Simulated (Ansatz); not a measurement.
Basis-set series for H5N2O2Ta, SMILES `[NH2][Ta]([NH2])(=[O])[OH]`. Charge 0, multiplicity 1. Ta: def2 effective core potential. The structure was optimised at the PBE0-D4/def2-TZVP level. It is one conformer, not always the lowest.

| functional | basis | functions | energy (Eh) | HOMO (eV) | LUMO (eV) |
| --- | --- | --- | --- | --- | --- |
| PBE0-D4 | def2-SVP | 113 | -319.68354 | -7.20 | 0.11 |
| PBE0-D4 | def2-TZVPP | 250 | -320.02566 | -7.35 | -0.07 |
| ωB97M-V | def2-SVP | 113 | -319.79387 | -9.51 | 1.42 |
| ωB97M-V | def2-TZVPP | 250 | -320.14633 | -9.68 | 1.15 |

Q: Give the rows for def2-QZVPP. (Estimate.)

A: Ansatz gave: 
| functional | basis | functions | energy (Eh) | HOMO (eV) | LUMO (eV) |
| --- | --- | --- | --- | --- | --- |
| PBE0-D4 | def2-QZVPP | 459 | -320.04166 | -7.42 | -0.36 |
| ωB97M-V | def2-QZVPP | 459 | -320.16143 | -9.74 | 0.57 |

Positive LUMOs are unbound and depend on the basis.
